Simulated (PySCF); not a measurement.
ClFH5NSi2. Atoms are numbered in the order given.

```xyz
10

N     -1.6234    -1.3503    -0.2648
Si    -0.7741     0.1400    -0.2787
Cl    -0.9587     1.3100     1.4711
Si     1.5347    -0.2094    -0.2857
F      2.0172    -1.0458    -1.6043
H     -1.3450    -2.1047     0.3557
H     -2.6236    -1.3766    -0.4425
H     -1.3360     0.9560    -1.3878
H      2.2600     1.0928    -0.2673
H      1.9033    -1.0022     0.9257
```
Charge 0, spin multiplicity 1.

Geometry: r2SCAN-D4/def2-SVP. The structure was generated by enumeration; whether it is a known compound was not checked. Other conformers were not sampled.

All values below come from PBE/pcSseg-1 run with PySCF.

GIAO shieldings, no solvent; atoms listed in one row are averaged. δ = σ(ref) − σ: ¹⁵N against NH3 (σ = 267.0 ppm); ²⁹Si against TMS (σ = 335.4 ppm); ³⁵Cl against HCl (σ = 936.5 ppm); ¹⁹F against CFCl3 (σ = 133.6 ppm); ¹H against TMS (σ = 31.49 ppm), references at their B3LYP-D3(BJ)/def2-TZVP geometries, non-relativistic (without spin–orbit terms, shifts of atoms bonded to Cl or Br come out too high).

Problem. Estimate the chemical shifts. (Estimate from the structure and the level; the computed values follow.)

Solution. 
| nucleus | atoms | count | δ (ppm) |
|---|---|---|---|
| ¹⁵N | N1 | 1 | 46.0 |
| ²⁹Si | Si4 | 1 | -8.0 |
| ²⁹Si | Si2 | 1 | -14.2 |
| ³⁵Cl | Cl3 | 1 | 90.0 |
| ¹⁹F | F5 | 1 | -274.3 |
| ¹H | H8 | 1 | 5.93 |
| ¹H | H9, H10 | 2 | 5.70 |
| ¹H | H7 | 1 | 2.05 |
| ¹H | H6 | 1 | 1.52 |
